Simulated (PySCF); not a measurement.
Bond curve of KAs

Set-up: basis K pcseg-1, As pcseg-1; no relativity; PySCF 2.14. Energies in eV from K + As in their ground configurations at the same level. All curves are PBE0. state 1: ³Σ⁻ (triplet), unpaired electrons π ↑↑; state 2: Ms = 0 determinant of mixed spin (⟨S²⟩ near 1.0), unpaired electrons π ↑↓, a mixture of terms (⟨Lz²⟩ = 2.0), a second solution, started from another occupation; state 3: ³Π (triplet), unpaired electrons σ ↑, π ↑, a second solution, started from another occupation; state 4: Ms = 0 determinant of mixed spin (⟨S²⟩ near 1.0), unpaired electrons σ ↓, π ↑, a second solution, started from another occupation.

```
R (Å)  state 1  state 2  state 3  state 4
2.684   -0.878  -0.5465  -0.7003  -0.3670
2.809   -1.100  -0.7669  -0.7900  -0.4576
2.934   -1.219  -0.8826  -0.8057  -0.4759
3.027   -1.259  -0.9201  -0.7834  -0.4565
3.121   -1.268  -0.9264  -0.7402  -0.4170
3.215   -1.255  -0.9094  -0.6819  -0.3629
3.340   -1.212  -0.8597  -0.5875  -0.2748
3.495   -1.132  -0.7685  -0.4529  -0.1488
3.683   -1.014  -0.6335  -0.2792   0.0138
3.933   -0.847  -0.4341  -0.0440   0.2336
```

**Question.** Put a parabola through the three lowest points of the state 1 curve and estimate Re, k and ωe (reduced mass 25.63 u; 1 eV/Å² = 0.16022 mdyn/Å; ωe = 1302.8·√(k/μ) cm⁻¹).

**Answer.** Through R = 3.027, 3.121, 3.215 Å the second-order coefficient is 1.24 eV/Å², so Re ≈ 3.112 Å, k ≈ 0.399 mdyn/Å and ωe ≈ 163 cm⁻¹. A polynomial fit of higher order to the unrounded PBE0 energies gives Re = 3.110 Å, k = 0.430 mdyn/Å, ωe = 169 cm⁻¹; anharmonicity and rounding make the difference.

The higher-order fit for each curve: state 1: Re = 3.110 Å, ωe = 169 cm⁻¹, De = 1.27 eV; state 2: Re = 3.096 Å, ωe = 175 cm⁻¹, minimum 0.93 eV below the ground-state fragments; state 3: Re = 2.903 Å, ωe = 193 cm⁻¹, minimum 0.81 eV below the ground-state fragments; state 4: Re = 2.910 Å, ωe = 188 cm⁻¹, minimum 0.477 eV below the ground-state fragments.

⟨S²⟩ of the unrestricted solution departs from its pure value on part of the curve, where spin states mix. Spin–orbit coupling is left out. The state was picked by a PBE0 search and need not be the measured ground state.
